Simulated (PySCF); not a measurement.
**A search over the determinants of TlSb**

Unrestricted PBE0; Tl def2-SVP with ECP60, Sb def2-SVP with ECP28; scalar-relativistic core potentials (PySCF 2.14). Outer shells of the fragments: Tl 5d10 6s2 6p1; Sb 4d10 5s2 5p3.

Followed along the bond (rough minima from three points):

| 2Ms+1 | unpaired | ⟨S²⟩ at the start | R at minimum (Å) | Te (eV) |
| --- | --- | --- | --- | --- |
| 3 | π ↑↑ | 2.01 | 3.02 | 0.00 |
| 1 | π ↑↓ | 1.01 | 3.02 | 0.30 |
| 3 | σ ↑, π ↑ | 2.01 | 2.82 | 0.38 |
| 1 | σ ↓, π ↑ | 1.01 | 2.81 | 0.60 |
| 1 | none | 0.00 | 3.00 | 1.13 |

Solutions found at the starting distance of 2.795 Å, counted from the lowest of them; the search is not exhaustive and high or unbound solutions are not listed, so other states can lie among these:

```csv
2Ms+1,unpaired,term,E (eV),⟨S²⟩,⟨Lz²⟩,μ (D)
3,π ↑↑,³Σ⁻,0.00,2.01,0.00,-1.75
3,"σ ↑, π ↑",³Π,0.25,2.01,1.01,-2.78
1,π ↑↓,mixed,0.29,1.01,2.01,-1.67
1,"σ ↓, π ↑",mixed,0.47,1.01,1.02,-2.75
1,none,mixed,1.11,0.00,2.00,-1.29
5,"σ ↑, π ↑↑↑",⁵Π,1.79,6.01,1.00,1.67
3,"σ ↑, π ↑↑↓",mixed,2.37,3.01,3.02,1.67
3,"σ ↓, π ↑↑↑",mixed,2.43,3.01,1.00,1.77
3,π ↑↑,mixed,3.08,2.00,2.01,-0.12
3,π ↑↑,mixed,3.31,2.00,2.01,-0.43
```

A term symbol is given only where ⟨S²⟩ and ⟨Lz²⟩ are close to those of a pure state; real π, δ and φ orbitals otherwise mix terms. A positive dipole means Tl(−)Sb(+).

These are scalar-relativistic numbers at best; spin–orbit coupling would shift them, the dissociation energy most. Counting both spins, an empty level lies below a filled one in some of these solutions, because spin and occupation are held.
